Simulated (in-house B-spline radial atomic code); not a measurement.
## Ionising the krypton ion Kr²⁺ with different functionals

Computed with a B-spline radial code for spherical atoms: scalar-relativistic (spin-free X2C) Hamiltonian, Fermi nucleus of rms radius 4.1884 fm, spin-polarised at highest spin, spherical fractional occupations for the functionals, and exact exchange of hybrids averaged over the configuration. The ionisation energy is the difference of two self-consistent energies, [Ar] 3d10 4s2 4p4 → [Ar] 3d10 4s2 4p3, without Breit or QED terms; ε is the level of the shell that loses the electron (its least bound occupied spin orbital). There is no spin-orbit coupling in this Hamiltonian.

```json
{"method": "PBE0", "rung": "global hybrid", "ΔSCF (eV)": "35.42", "-ε(4p) (eV)": "31.38"}
{"method": "B3LYP", "rung": "global hybrid", "ΔSCF (eV)": "?", "-ε(4p) (eV)": "?"}
{"method": "TPSSh", "rung": "global hybrid", "ΔSCF (eV)": "35.35", "-ε(4p) (eV)": "30.46"}
{"method": "BHandHLYP", "rung": "global hybrid", "ΔSCF (eV)": "35.53", "-ε(4p) (eV)": "32.89"}
{"method": "r2SCAN0", "rung": "global hybrid", "ΔSCF (eV)": "35.26", "-ε(4p) (eV)": "31.40"}
{"method": "B97-1", "rung": "global hybrid", "ΔSCF (eV)": "35.49", "-ε(4p) (eV)": "31.08"}
{"method": "HSE06", "rung": "range-separated hybrid", "ΔSCF (eV)": "35.51", "-ε(4p) (eV)": "30.98"}
{"method": "wB97X", "rung": "range-separated hybrid", "ΔSCF (eV)": "?", "-ε(4p) (eV)": "?"}
{"method": "CAM-B3LYP", "rung": "range-separated hybrid", "ΔSCF (eV)": "35.75", "-ε(4p) (eV)": "33.05"}
{"method": "LC-wPBE", "rung": "range-separated hybrid", "ΔSCF (eV)": "35.64", "-ε(4p) (eV)": "34.55"}
```

What does wB97X give?

ΔSCF 35.73 eV, and -ε(4p) = 34.03 eV.

What does B3LYP give?

ΔSCF 35.70 eV, and -ε(4p) = 31.21 eV.

Among the functionals, which spreads more, the ΔSCF values or the orbital energies?

The orbital energies: ΔSCF values span about 0.49 eV and the orbital energies 4.10 eV; here energy differences depend much less on the functional than eigenvalues do.

How do they compare with the NIST value?

NIST lists 35.84 eV ± 0.02 (measured, ground level to ground level). Errors run from -0.58 to -0.09 eV; CAM-B3LYP is closest (-0.09 eV), though others lie within the uncertainty of it, and part of that can be cancellation, since the calculations leave out spin-orbit coupling, Breit-QED terms, multiplet and fine-structure energies.
